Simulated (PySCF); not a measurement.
Relaxation of singlet SnFCl

Computed with PySCF, PBE0, basis Sn def2-TZVP with ECP28, F def2-TZVP, Cl def2-TZVP (scalar-relativistic core potentials, no spin–orbit coupling, density fitting). A (50,194) grid was used.

A hand-made bent start, of Cs symmetry, held to at least that symmetry:

```xyz
3
charge 0 multiplicity 1, angstrom
Sn   -0.2112    0.0000   -0.4036
F    -1.8823    0.0000    0.7665
Cl    1.7466    0.0000    0.9672
```

At each step, columns x, y, z (Å) and Fx, Fy, Fz (eV/Å):

```
step 0  E − E(last) = 17.96 kJ/mol
Sn  -0.211   0.000  -0.404  -1.082   0.000   0.590
F   -1.882   0.000   0.767   1.476   0.000  -0.649
Cl   1.747   0.000   0.967  -0.394   0.000   0.059
step 1  E − E(last) = 3.35 kJ/mol
Sn  -0.242   0.000  -0.450  -0.154   0.000   0.060
F   -1.756   0.000   0.787   0.429   0.000  -0.066
Cl   1.652   0.000   0.993  -0.276   0.000   0.007
step 2  E − E(last) = 0.10 kJ/mol
Sn  -0.253   0.000  -0.511   0.106   0.000   0.125
F   -1.655   0.000   0.822   0.005   0.000  -0.020
Cl   1.561   0.000   1.019  -0.111   0.000  -0.105
step 3  E − E(last) = 0.02 kJ/mol
Sn  -0.250   0.000  -0.504   0.060   0.000  -0.045
F   -1.656   0.000   0.820  -0.045   0.000   0.053
Cl   1.559   0.000   1.015  -0.015   0.000  -0.008
step 4  E − E(last) = 0.00 kJ/mol
Sn  -0.248   0.000  -0.507  -0.014   0.000   0.006
F   -1.655   0.000   0.822   0.009   0.000  -0.008
Cl   1.556   0.000   1.015   0.005   0.000   0.002
step 5  E − E(last) = 0.00 kJ/mol
Sn  -0.248   0.000  -0.506  -0.001   0.000   0.000
F   -1.655   0.000   0.822   0.000   0.000   0.001
Cl   1.557   0.000   1.015   0.000   0.000  -0.001
```

It ends at Cs with Sn–Cl 2.360 Å, Sn–F 1.935 Å; Cl–Sn–F 97.1° (after a last refinement on a finer grid). A frequency run shows a minimum. Other isomers or separated fragments may lie lower.

The relaxation took 9.3 s on 4 threads of a shared Intel Xeon Platinum 8259CL @ 2.50GHz (Skylake/Cascade Lake) host, with 118 basis functions and 6 gradients; the process peaked at 0.61 GiB. Launch command: `OMP_NUM_THREADS=4 python axn.py task.json out`.
